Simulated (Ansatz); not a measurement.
`CO/C=C\[SeH]` → `OC1([SeH])CC1`  (isomerisation)

Gas-phase electronic energies from Ansatz, PBE0-D4/def2-TZVP geometries. CCSD(T)/CBS is the MP2 limit (def2-TZVPP, def2-QZVPP) plus CCSD(T) − MP2 in def2-TZVPP, frozen cores. Functionals use def2-TZVPP. For Se outer-core shells are correlated without core-valence functions, which leaves a few kJ/mol of doubt a bond. Scalar relativity is left out up to krypton. One conformer a species, not always the lowest.

CCSD(T)/CBS gives -13.5 kJ/mol.

Problem. Another level gave -21.9 kJ/mol. Which?
A. HF/def2-TZVPP
B. PBE/def2-TZVPP
C. PBE0-D4/def2-TZVPP
D. B2PLYP/def2-TZVPP

Solution. C. PBE0-D4 -21.9, PBE -10.4, B2PLYP -1.5, HF/def2-TZVPP 8.6 kJ/mol.

Largest T1 diagnostic among the species: 0.011.

The D4 term adds −3.6 kJ/mol with B3LYP and −1.6 kJ/mol with PBE0; it sums over pairs of atoms, weighted by their polarisabilities, and B3LYP, whose exchange is more repulsive, gets the larger term. In def2-TZVPP, CCSD(T) changes the Hartree–Fock value by −19.8 kJ/mol (the triples alone add +0.7 kJ/mol) and MP2 by −33.3 kJ/mol.

B3LYP here is the variant with VWN-RPA as its local correlation; programs differ in this.
